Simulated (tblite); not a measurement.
Compound: C₅H₁₂B₂F₂O.
Cartesian coordinates in Å at the GFN2-xTB level; atoms count from 1:
```xyz
22
C5H12B2F2O angstrom
C     -2.091   -1.611   -0.490
O     -0.737   -1.223   -0.448
B     -0.251   -0.085    0.028
C     -1.198    1.066    0.670
B     -1.785    1.948   -0.473
F     -2.948    1.707   -1.063
F     -1.144    2.978   -0.998
C      1.334    0.146   -0.091
C      2.003    0.445    1.258
C      2.050   -1.033   -0.758
H     -2.436   -1.886    0.510
H     -2.163   -2.481   -1.144
H     -2.723   -0.811   -0.877
H     -1.997    0.589    1.237
H     -0.608    1.676    1.347
H      1.488    1.029   -0.724
H      1.855   -0.384    1.946
H      1.593    1.344    1.709
H      3.073    0.589    1.124
H      3.107   -0.815   -0.893
H      1.957   -1.924   -0.142
H      1.610   -1.245   -1.728
```

All values are computed: GFN2-xTB (tblite) harmonic vibrations without scaling, gas phase. Errors from tens to a few hundred cm⁻¹ against measured bands are possible. One conformer, not necessarily the lowest. The optimisation stopped once no atom felt more than 0.01 eV/Å.

Lowest wavenumbers of the output (negative numbers stand for imaginary wavenumbers):
```
mode    cm-1
  1     -21.1
  2      32.6
  3      49.4
  4      80.2
  5      96.7
  6     151.2
  7     166.3
  8     197.6
  9     205.9
 10     225.4
 11     287.2
 12     308.5
 13     341.1
 14     398.3
 15     428.1
```

Task: Is this structure a minimum?

Result: Not by this Hessian. 1 mode is imaginary beyond 20i (21i cm⁻¹), so at this level the point lies at or near a first-order saddle. The curvature is small, so loose convergence or finite differences may be the whole cause.

Task: Which atoms move in the imaginary mode?

Result: 21i: C9 (methyl carbon) 31 %, C10 (methyl carbon) 19 %. These are shares of the mass-weighted motion.

Task: What is the remedy?

Result: Step along that mode in both directions, optimise again with tighter thresholds and repeat the frequencies. The zero-point energy of this point (109.6 kcal/mol) counts the 59 real modes alone, and thermal corrections from it aren't those of a minimum.
